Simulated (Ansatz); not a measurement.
Mulliken charges of `OC[SiH]1BO1` from B3LYP/def2-TZVPP in Ansatz (PBE0-D4/def2-TZVP geometry).

```tsv
atom	x (Å)	y (Å)	z (Å)	charge (e)
O1	-1.668	0.822	-0.986	-0.334
C2	-1.145	-0.381	-0.444	-0.065
Si3	0.736	-0.331	-0.337	0.267
B4	1.715	-0.276	1.295	0.064
O5	1.199	0.880	0.855	-0.308
H6	-1.407	1.552	-0.417	0.194
H7	-1.574	-0.607	0.542	0.099
H8	-1.459	-1.187	-1.114	0.093
H9	1.330	0.004	-1.655	-0.060
H10	2.357	-0.527	2.265	0.051
```

Q: By hand: the dipole of these point charges (1 e Å = 4.8032 D).

A: Σ q r = (0.044, -0.523, 0.172) e Å, of length 0.552 e Å = 2.65 D.

Q: How does the dipole of the full density compare? (Estimate.)

A: The calculation gave: (-0.002, -0.218, 0.111) e Å, 1.18 D; the point charges give 2.25 times that, at 10° from its direction.

Point charges leave out the atoms' own dipoles, such as those of lone pairs, and Mulliken's split depends on the basis, so the two needn't agree.

B3LYP here is the variant with VWN-RPA as its local correlation; programs differ in this.
